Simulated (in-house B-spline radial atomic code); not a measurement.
Two electrons outside the [Kr] 4d10 core: Ba8+

Computed with a B-spline radial code for spherical atoms: configuration interaction (CI) of the two valence electrons in the field of the frozen Dirac-Fock core, alone and with many-body perturbation theory for the core (screened one- and two-electron correlation potentials), Breit and QED terms; no-pair Dirac Hamiltonian, finite nucleus. Labels give the configuration (outer n counted up each series) and the leading LS term, or the jj pair where no LS term holds 70 %.

Command:
```bash
python run_mb.py task.json out
```
Settings (nuclear radius in fm, box in bohr, cutoff in hartree):
```
basis_form          3
Z                   56
core_configuration  [Kr] 4d10
rms_radius          4.8378
mass_number         138
speed_of_light      137.036
box_radius          9.0
lmax                6
intervals           61
virtual_cutoff      6272.0
```

Time taken, with all properties: 72 s on 1 thread of Intel(R) Xeon(R) 6975P-C, with other jobs on the host.

Excitation energies (eV):

| level | purity of the LS term | CI alone | CI + MBPT + Breit + QED | Landé g of the LS mixture |
| --- | --- | --- | --- | --- |
| 5s2 1S0 | 1.0 | 0 | 0 | - |
| 5s5p 3P°0 | 1.0 | ? | ? | ? |
| 5s5p 3P°1 | 0.948 | 14.529 | 15.2 | 1.48 |
| 5s5p 3P°2 | 1.0 | 16.894 | 17.677 | 1.50 |
| 5s5p 1P°1 | 0.948 | 22.146 | 21.819 | 1.03 |
| 4f5s 3F°2 | 1.0 | 30.586 | 29.286 | 0.67 |
| 4f5s 3F°3 | 0.992 | 30.641 | 29.352 | 1.08 |
| 4f5s 3F°4 | 1.0 | 30.73 | 29.458 | 1.25 |
| 4f5s 1F°3 | 0.992 | 31.509 | 30.322 | 1.00 |
| 5p2 3P0 | 0.869 | 33.267 | 33.533 | - |
| 5p2 3P1 | 0.998 | ? | ? | ? |
| 5p2 (1/2,3/2)2 | 0.632 (1D) | 35.248 | 35.953 | 1.18 |
| 5p2 (3/2,3/2)2 | 0.63 (3P) | 38.191 | 38.866 | 1.32 |
| 5p2 1S0 | 0.869 | 41.991 | 42.177 | - |
| 5s5d 3D1 | 1.0 | 43.847 | 44.555 | 0.50 |
| 5s5d 3D2 | 0.894 | 43.969 | 44.619 | 1.14 |
| 5s5d 3D3 | 0.921 | 44.248 | 44.895 | 1.31 |
| 4f5p (5/2,1/2)3 | 0.61 (3G) | 46.452 | 45.492 | 0.86 |
| 4f5p (5/2,1/2)2 | 0.409 (1D) | 46.077 | 45.706 | 0.90 |
| 4f5p (7/2,1/2)3 | 0.421 (3F) | 47.025 | 46.116 | 1.14 |

(1) Where does 5s5p 3P°0 lie?

(2) Where does 5p2 3P1 lie?

(3) What is the first ionisation energy?

Some electric-dipole lines (reduced elements in atomic units, length form; vacuum wavelengths from the computed energies):

```csv
upper,lower,D bare (size),D with core polarisation (size),λ (nm),A (s⁻¹)
5s5p 3P°1,5s2 1S0,0.44,0.378,81.567,1.8e+08
5s5p 1P°1,5s2 1S0,1.96,1.7,56.823,1.1e+10
5p2 3P0,5s5p 3P°1,1.2,1.03,67.629,7e+09
"5p2 (1/2,3/2)2",5s5p 3P°1,1.16,0.999,59.744,1.9e+09
"5p2 (3/2,3/2)2",5s5p 3P°1,0.827,0.718,52.391,1.5e+09
5p2 1S0,5s5p 3P°1,0.157,0.137,45.96,3.9e+08
5s5d 3D1,5s5p 3P°1,1.1,0.979,42.237,8.6e+09
5s5d 3D2,5s5p 3P°1,1.85,1.65,42.145,1.5e+10
"4f5p (5/2,1/2)2",5s5p 3P°1,0.454,0.407,40.643,1e+09
```

Weak lines are less accurate than strong ones.

Answers

(1) 13.759 eV in CI alone and 14.474 eV with all corrections.

(2) 35.312 eV in CI alone and 35.708 eV with all corrections; g = 1.50.

(3) 130.93 eV to the 5s1/2 state of the next ion (129.21 eV from CI alone). NIST lists 130.5 ± 0.6 eV (semi-empirical).
